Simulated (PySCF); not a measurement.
**How methods differ on the ionisation energy of Ho⁶¹⁺**

Ho⁶¹⁺ [He] 2s2 2p2 [2p1/2^2, M_J = 0] → Ho⁶²⁺ [He] 2s2 2p1 [2p1/2^1, M_J = 1/2], as a difference of total energies. Computed with PySCF 2.14 in an uncontracted even-tempered set (17 s from 44 bohr⁻², ratio 2.4; 13 p from 57 bohr⁻², ratio 2.4; 5 d from 190 bohr⁻², ratio 2.6; 4 f from 280 bohr⁻², ratio 2.6), with the two-component X2C-1e Hamiltonian. Correlated levels: nothing frozen; the 30 highest virtual spinors dropped. "Screened" scales the spin-orbit matrix elements by Boettger's factors to mimic the two-electron term; Breit and QED terms are absent.

| method | ionisation energy (eV) |
| --- | --- |
| GHF (spin-free) | 14044.7 |
| GMP2 (spin-free) | 14044.7 |
| GHF (screened spin-orbit) | 14660.3 |
| GMP2 (screened spin-orbit) | 14662.5 |

How much does correlation contribute at GMP2 (screened spin-orbit)?

14662.5 − (14660.3) = 2.2 eV, measured against GHF (screened spin-orbit).

For this ion Breit and QED terms and the two-electron picture change, all absent here, outweigh the correlation shift from GHF to GMP2.

The spin-free rows relax to the high-spin LS determinant and lack the spin-orbit shift.

The labels give the starting determinants; with spin-orbit coupling the two ends relaxed to ⟨J²⟩ = 0.00, ⟨L²⟩ = 1.33, ⟨S²⟩ = 1.33 and ⟨J²⟩ = 0.75, ⟨L²⟩ = 2.00, ⟨S²⟩ = 0.75.

For comparison: 14639 ± 12 eV (theoretical estimate listed by NIST; NIST Atomic Spectra Database, ionization energies).
